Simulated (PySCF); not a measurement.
Radial density of B⁻ (boron, charge -1)

B2PLYP, [He] 2s2 2p2, high-spin 3P determinant. All numbers are calculated (PySCF 2.14, scalar relativity by spin-free X2C-1e, in aug-cc-pVQZ-DK (6s5p4d3f2g, 80 functions)).

| r (bohr) | 4πr²ρ (e/bohr) | 4πr²(ρα − ρβ) |
| --- | --- | --- |
| 0.00493 | 0.02150 | 0.0000 |
| 0.00829 | 0.05811 | 0.0000 |
| 0.0140 | 0.1543 | 0.0000 |
| 0.0235 | 0.3953 | -0.0001 |
| 0.0395 | 0.9516 | -0.0001 |
| 0.0664 | 2.058 | 0.0000 |
| 0.112 | 3.730 | 0.0011 |
| 0.188 | 5.049 | 0.0078 |
| 0.316 | 4.244 | 0.0352 |
| 0.531 | 1.780 | 0.1314 |
| 0.894 | 0.9992 | 0.3513 |
| 1.50 | 1.535 | 0.5634 |
| 2.53 | 1.045 | 0.4722 |
| 4.25 | 0.3101 | 0.2116 |
| 7.15 | 0.06337 | 0.0598 |
| 12.0 | 0.006536 | 0.0065 |

Densities and radii are taken from the X2C orbitals without a picture-change correction, which distorts them close to the nucleus.

At B2PLYP the highest occupied level has a positive energy, so only the finite basis holds that electron; in a semilocal or global hybrid functional this comes from self-interaction and does not mean that the real anion is unbound.
